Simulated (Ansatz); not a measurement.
Consider the formal hydrolysis of a B–Cl bond: `SB(Cl)Cl` + H₂O → `OB(S)Cl` + HCl.

Computed with Ansatz on PBE0-D4/def2-TZVP structures; ΔE is electronic, products minus reactants. CCSD(T)/CBS is the MP2 limit (def2-TZVPP, def2-QZVPP) plus CCSD(T) − MP2 in def2-TZVPP, frozen cores. This one scheme is used for every species. Functionals use def2-TZVPP. B3LYP here is the variant with VWN-RPA as its local correlation; programs differ in this. HSE06 is defined as in plane-wave codes. Each species was taken in one conformer, which may not be the lowest.

```json
{"level": "LDA (SPW92)", "ΔE (kcal/mol)": "-11.9", "difference from CCSD(T)/CBS": "-1.4"}
{"level": "BLYP-D4", "ΔE (kcal/mol)": "-11.2", "difference from CCSD(T)/CBS": "-0.7"}
{"level": "PBE0-D4", "ΔE (kcal/mol)": "-10.6", "difference from CCSD(T)/CBS": "-0.1"}
{"level": "B3LYP-D4", "ΔE (kcal/mol)": "-11.8", "difference from CCSD(T)/CBS": "-1.3"}
{"level": "HSE06-D4", "ΔE (kcal/mol)": "-10.6", "difference from CCSD(T)/CBS": "-0.1"}
{"level": "PBE0", "ΔE (kcal/mol)": "-11.0", "difference from CCSD(T)/CBS": "-0.5"}
{"level": "MP2/def2-SVP", "ΔE (kcal/mol)": "-13.4", "difference from CCSD(T)/CBS": "-2.9"}
{"level": "SCS-MP2/def2-TZVPP", "ΔE (kcal/mol)": "-11.2", "difference from CCSD(T)/CBS": "-0.7"}
{"level": "HF/CBS(def2)", "ΔE (kcal/mol)": "-15.0", "difference from CCSD(T)/CBS": "-4.5"}
{"level": "MP2/CBS(def2)", "ΔE (kcal/mol)": "-9.0", "difference from CCSD(T)/CBS": "1.5"}
{"level": "CCSD(T)/CBS", "ΔE (kcal/mol)": "-10.5", "difference from CCSD(T)/CBS": "0"}
```

Problem. What do rigid-rotor, harmonic-oscillator terms from PBE0-D4/def2-TZVP frequencies (298.15 K, 1 bar) make of the CCSD(T)/CBS value? (An estimate is asked.)

Solution. The calculation gave: ΔZPE = -0.6 kcal/mol, ΔH = -11.4 kcal/mol, ΔS = -10 J/(mol·K), ΔG = -10.8 kcal/mol.

Largest T1 diagnostic among the species: 0.012.

Leaving LDA and LC-ωPBE aside and taking each functional with its dispersion term where it has one, the values, not all of them listed here, spread over 3.9 kcal/mol, from CAM-B3LYP-D4 to revPBE-D4. LDA lies −1.4 kcal/mol from PBE without D4. At CCSD(T), def2-SVP lies −3.5 kcal/mol from the extrapolated value and def2-TZVPP −1.2 kcal/mol. The D4 term adds +0.9 kcal/mol with B3LYP and +0.4 kcal/mol with PBE0; it sums over pairs of atoms, weighted by their polarisabilities, and B3LYP, whose exchange is more repulsive, gets the larger term.
